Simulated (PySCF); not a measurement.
## Germanium: a sound run and one with changed settings

Sound run: Ge²⁺ [Ar] 3d10 4s2, Ge³⁺ [Ar] 3d10 4s1. All numbers are calculated (PySCF 2.14, scalar relativity by spin-free X2C-1e, in aug-cc-pVDZ-DK). In the sound run the correlated levels freeze [Ar] 3d10. The sound run starts from symmetry-adapted Hartree-Fock orbitals and uses a fine grid where one is needed.

Changed run: the non-relativistic Hamiltonian (point nucleus). This setting is unsound on purpose.

```csv
species,method,sound run (hartree),changed run (hartree),converged
Ge²⁺,UHF,-2096.12748,-2062.53689,yes
Ge²⁺,TPSS,-2097.72721,-2064.13869,yes
Ge²⁺,BP86,-2098.05874,-2064.47023,yes
Ge²⁺,MP2,-2096.15317,-2062.56305,yes
Ge²⁺,CCSD(T),-2096.16553,-2062.57621,yes
Ge³⁺,UHF,-2094.94169,-2061.37827,yes
Ge³⁺,TPSS,-2096.47358,-2062.91450,yes
Ge³⁺,BP86,-2096.78782,-2063.22928,yes
```

Ionisation energy of Ge²⁺:

```json
{"method": "UHF", "sound run (eV)": "32.267", "changed run (eV)": "31.528"}
{"method": "TPSS", "sound run (eV)": "34.113", "changed run (eV)": "33.312"}
{"method": "BP86", "sound run (eV)": "34.584", "changed run (eV)": "33.768"}
{"method": "MP2", "sound run (eV)": "32.966", "changed run (eV)": "32.239"}
{"method": "SCS-MP2", "sound run (eV)": "33.106", "changed run (eV)": "32.382"}
{"method": "CCSD", "sound run (eV)": "33.302", "changed run (eV)": "32.598"}
{"method": "CCSD(T)", "sound run (eV)": "33.302", "changed run (eV)": "32.598"}
{"method": "CCSDT", "sound run (eV)": "33.302", "changed run (eV)": "32.598"}
{"method": "FCI", "sound run (eV)": "33.302", "changed run (eV)": "32.598"}
```

Most of the change in total energy is the relativistic energy itself. On top of that the contraction fixes the core shape for the Hamiltonian it was made with, so the changed run is not a good calculation with the other Hamiltonian either.

For comparison, NIST gives 34.058 eV between the lowest levels.
